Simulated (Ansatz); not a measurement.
`[SiH3][SbH2]` + `[OH][GaH2]` → `[GaH2][O][SbH2]` + SiH₄ at 400 K and 1 bar (cleavage of the Sb–Si bond).

Program: Ansatz. Geometries: PBE0-D4/def2-TZVP. ΔE: electronic, gas phase. CCSD(T)/CBS adds triple-zeta CCSD(T) − MP2 to the extrapolated MP2 energy (def2 sets, frozen cores). This one scheme is used for every species. Elements past krypton have def2 core potentials. For Ga, Sb outer-core shells are correlated without core-valence functions, which leaves a few kJ/mol of doubt a bond. Scalar relativity is left out up to krypton.

```
          species  CCSD(T)/CBS energy (Eh)  H − E (kJ/mol)  S (J/(mol·K))
   `[SiH3][SbH2]`               -532.08095           123.9          330.9
     `[OH][GaH2]`              -2000.92981            89.0          281.3
`[GaH2][O][SbH2]`              -2241.53579           108.6          376.6
             SiH₄               -291.46306            96.9          218.6
```

H − E and S are ideal-gas, rigid-rotor, harmonic terms from PBE0-D4/def2-TZVP, for one conformer and one mirror image of each species. 1 Eh = 2625.50 kJ/mol, R = 8.31446 J/(mol·K).

Task: By hand: ΔE, ΔH, ΔS and ΔG.

Result: ΔE = (-2241.53579) + (-291.46306) − (-532.08095) − (-2000.92981) = 0.01191 Eh = 31.3 kJ/mol. Δ(H − E) = 108.6 + 96.9 − 123.9 − 89.0 = -7.4, so ΔH = 23.9 kJ/mol. ΔS = 376.6 + 218.6 − 330.9 − 281.3 = -17.0 J/(mol·K). ΔG = 23.9 − 400 × (-17.0)/1000 = 30.7 kJ/mol.

Task: By hand: the equilibrium constant, and the temperature at which ΔG would vanish if ΔH and ΔS stayed fixed.

Result: log₁₀ K = −ΔG/(RT ln 10) = -4.0. ΔH and −TΔS have one sign here, so there is no such temperature.

ΔH outweighs TΔS. A doubt of 5 kJ/mol in ΔE shifts log₁₀ K by 0.7 here. Other conformers and mirror images would add mixing entropy, several J/(mol·K) or more a flexible species. Modes under 60 cm⁻¹, often nearly free rotors, make the harmonic entropy too high. These are equilibria of isolated gas molecules and say nothing of rates. Largest T1 diagnostic: 0.016 (customary marks: 0.02 for closed shells, 0.045 for open ones).
